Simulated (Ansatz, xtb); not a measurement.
# Two isomers of C4H9FSSi

We compare I, `FC[Si]1(S)CCC1`, a singlet, with II, `CS[Si@H]1C[C@@H](F)C1`, a singlet. Both are isolated molecules in the gas phase, relaxed with B3LYP-D3(BJ)/def2-SVP; the shapes shown needn't be the lowest conformers.

I (Å):

```yaml
atoms:
  - { symbol: C, position_ang: [-0.6650, 1.0045, -1.1233] }
  - { symbol: C, position_ang: [1.7791, -0.6271, 0.2419] }
  - { symbol: C, position_ang: [1.3282, -0.9652, 1.7016] }
  - { symbol: C, position_ang: [-0.1859, -0.5717, 1.6670] }
  - { symbol: F, position_ang: [-0.1418, 2.1072, -0.4446] }
  - { symbol: S, position_ang: [-0.9160, -2.1933, -1.3453] }
  - { symbol: Si, position_ang: [-0.0561, -0.5563, -0.2230] }
  - { symbol: H, position_ang: [-0.3233, 1.0358, -2.1733] }
  - { symbol: H, position_ang: [-1.7673, 1.0764, -1.1263] }
  - { symbol: H, position_ang: [-0.3731, -3.1527, -0.5604] }
  - { symbol: H, position_ang: [2.4603, -1.3469, -0.2332] }
  - { symbol: H, position_ang: [2.2284, 0.3773, 0.1723] }
  - { symbol: H, position_ang: [1.4353, -2.0454, 1.8913] }
  - { symbol: H, position_ang: [1.9069, -0.4409, 2.4792] }
  - { symbol: H, position_ang: [-0.8749, -1.2529, 2.1855] }
  - { symbol: H, position_ang: [-0.3541, 0.4501, 2.0452] }
```

II (Å):

```xyz
16

C     2.1736   -3.2376   -1.7490
C     0.9190   -0.1589   -0.0600
C     0.1690    0.6219   -1.1611
C    -0.3689   -0.5265   -2.0423
F     0.9695    1.5202   -1.8479
S     0.6965   -3.6091   -0.7197
Si   -0.1615   -1.6576   -0.5237
H     2.8560   -2.5461   -1.2355
H     2.6906   -4.1933   -1.9074
H     1.8873   -2.8233   -2.7257
H    -1.3796   -1.8597    0.3053
H     1.9557   -0.3289   -0.3968
H     0.9415    0.2907    0.9417
H    -0.6660    1.1990   -0.7257
H     0.3955   -0.7743   -2.7981
H    -1.3274   -0.3570   -2.5507
```

Quicker runs give these differences E(II) − E(I): GFN2-xTB −7.68 kcal/mol; HF/STO-3G −1.55 kcal/mol (at GFN2-xTB geometries); r2SCAN-D4/def2-SVP +0.13 kcal/mol (at GFN2-xTB geometries).

Question: Estimate which is lower in electronic energy at CCSD(T)/def2-SVP + ΔMP2/def2-TZVPP, and by roughly how much.

Answer: Too close to call at this level: CCSD(T)/def2-SVP + ΔMP2/def2-TZVPP gives E(II) − E(I) = +0.48 kcal/mol.

Level by level:

| level | geometry | E(II) − E(I) (kcal/mol) | departure from the last row (kcal/mol) | job, with rough time for the two |
| --- | --- | --- | --- | --- |
| GFN2-xTB | GFN2-xTB | −7.68 | −8.16 | optimisation, 0.36 s |
| HF/STO-3G | GFN2-xTB | −1.55 | −2.04 | single point, 0.44 s |
| r2SCAN-D4/def2-SVP | GFN2-xTB | +0.13 | −0.35 | single point, 4.8 s |
| B3LYP-D3(BJ)/def2-SVP | B3LYP-D3(BJ)/def2-SVP | +0.93 | +0.45 | optimisation, 74 s |
| HF/def2-SVP | B3LYP-D3(BJ)/def2-SVP | +1.56 | +1.08 | part of the CCSD(T) run |
| MP2/def2-SVP | B3LYP-D3(BJ)/def2-SVP | +0.99 | +0.50 | part of the CCSD(T) run |
| CCSD(T)/def2-SVP | B3LYP-D3(BJ)/def2-SVP | +0.83 | +0.34 | single point |
| CCSD(T)/def2-SVP + ΔMP2/def2-TZVPP | B3LYP-D3(BJ)/def2-SVP | +0.48 |  | single point, 86 s |

As drawn, II has 1 C–S, 1 Si–H in place of 1 C–Si, 1 S–H.

The largest departure from CCSD(T)/def2-SVP + ΔMP2/def2-TZVPP is that of GFN2-xTB, 8.16 kcal/mol. The last row adds to CCSD(T) the change of the MP2 difference between the two basis sets, here −0.34 kcal/mol.

With thermal terms from frequencies at re-optimised GFN2-xTB minima (ideal gas, soft modes damped towards free rotors, one conformer each, 298.15 K, 1 atm): on the last row, ΔE + ΔZPE = +0.45, ΔH = +0.21, ΔG = +0.89 kcal/mol.

The correlated steps freeze 15 core orbitals. Mirror images aren't counted in ΔG. Run with Ansatz 0.2.0, xtb 6.7.1; the last row on 4 threads of Arm Neoverse V1 on a shared host.
